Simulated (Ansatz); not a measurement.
`[F][Ti]([F])([F])[F]` + `CCO` → `CC[O][Ti]([F])([F])[F]` + H–F at 600 K and 1 bar (ligand exchange at a Ti–F bond).

Isolated molecules relaxed with PBE0-D4/def2-TZVP in Ansatz; ΔE leaves out vibrations. CBS: MP2 limit from def2 TZ/QZ plus the TZ coupled-cluster correction, frozen cores. This one scheme is used for every species. For Ti outer-core shells are correlated without core-valence functions, which leaves a few kJ/mol of doubt a bond. Scalar relativity is left out up to krypton. One conformer a species, not always the lowest.

```tsv
species	CCSD(T)/CBS energy (Eh)	H − E (kJ/mol)	S (J/(mol·K))
`[F][Ti]([F])([F])[F]`	-1248.36877	71.1	370.2
`CCO`	-154.88256	250.6	328.9
`CC[O][Ti]([F])([F])[F]`	-1302.85310	280.2	540.2
H–F	-100.39570	42.3	194.0
```

H − E and S are ideal-gas, rigid-rotor, harmonic terms from PBE0-D4/def2-TZVP, for one conformer and one mirror image of each species. 1 Eh = 2625.50 kJ/mol, R = 8.31446 J/(mol·K).

Problem. By hand: ΔE, ΔH, ΔS and ΔG.

Solution. ΔE = (-1302.85310) + (-100.39570) − (-1248.36877) − (-154.88256) = 0.00253 Eh = 6.6 kJ/mol. Δ(H − E) = 280.2 + 42.3 − 71.1 − 250.6 = 0.8, so ΔH = 7.4 kJ/mol. ΔS = 540.2 + 194.0 − 370.2 − 328.9 = 35.1 J/(mol·K). ΔG = 7.4 − 600 × (35.1)/1000 = -13.7 kJ/mol.

Problem. By hand: the equilibrium constant, and the temperature at which ΔG would vanish if ΔH and ΔS stayed fixed.

Solution. log₁₀ K = −ΔG/(RT ln 10) = 1.2. ΔG = 0 at ΔH/ΔS = 211 K, though so small a ΔH makes that figure unsure.

TΔS isn't small against ΔH here. A doubt of 5 kJ/mol in ΔE shifts log₁₀ K by 0.4 here. Other conformers and mirror images would add mixing entropy, several J/(mol·K) or more a flexible species. Modes under 60 cm⁻¹, often nearly free rotors, make the harmonic entropy too high. These are equilibria of isolated gas molecules and say nothing of rates. Largest T1 diagnostic: 0.023 (customary marks: 0.02 for closed shells, 0.045 for open ones).
